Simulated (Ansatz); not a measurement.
`C[O][W](=[O])([F])=[S]` + H–F → `[O]=[W]([F])([F])=[S]` + CH₃OH at 600 K and 1 bar (ligand exchange at a W–O bond).

Calculated with Ansatz (gas phase, PBE0-D4/def2-TZVP geometries, no zero-point term in ΔE). CBS: MP2 limit from def2 TZ/QZ plus the TZ coupled-cluster correction, frozen cores. This one scheme is used for every species. Elements past krypton have def2 core potentials. For W outer-core shells are correlated without core-valence functions, which leaves a few kJ/mol of doubt a bond. Each species was taken in one conformer, which may not be the lowest.

```
                 species  CCSD(T)/CBS energy (Eh)  H − E (kJ/mol)  S (J/(mol·K))
`C[O][W](=[O])([F])=[S]`               -754.90807           193.2          484.7
                     H–F               -100.39570            42.3          194.0
 `[O]=[W]([F])([F])=[S]`               -739.68280            71.0          403.3
                   CH₃OH               -115.61712           163.6          277.3
```

H − E and S are ideal-gas, rigid-rotor, harmonic terms from PBE0-D4/def2-TZVP, for one conformer and one mirror image of each species. 1 Eh = 2625.50 kJ/mol, R = 8.31446 J/(mol·K).

By hand: ΔE, ΔH, ΔS and ΔG.

ΔE = (-739.68280) + (-115.61712) − (-754.90807) − (-100.39570) = 0.00385 Eh = 10.1 kJ/mol. Δ(H − E) = 71.0 + 163.6 − 193.2 − 42.3 = -0.9, so ΔH = 9.2 kJ/mol. ΔS = 403.3 + 277.3 − 484.7 − 194.0 = 1.9 J/(mol·K). ΔG = 9.2 − 600 × (1.9)/1000 = 8.1 kJ/mol.

By hand: the equilibrium constant, and the temperature at which ΔG would vanish if ΔH and ΔS stayed fixed.

log₁₀ K = −ΔG/(RT ln 10) = -0.7. ΔG = 0 at ΔH/ΔS = 4842 K, far beyond where these terms or the molecules hold.

The number of gas molecules stays the same, so ΔS is small and ΔH decides. A doubt of 5 kJ/mol in ΔE shifts log₁₀ K by 0.4 here. Other conformers and mirror images would add mixing entropy, several J/(mol·K) or more a flexible species. Modes under 60 cm⁻¹, often nearly free rotors, make the harmonic entropy too high. These are equilibria of isolated gas molecules and say nothing of rates. Largest T1 diagnostic: 0.023 (customary marks: 0.02 for closed shells, 0.045 for open ones).
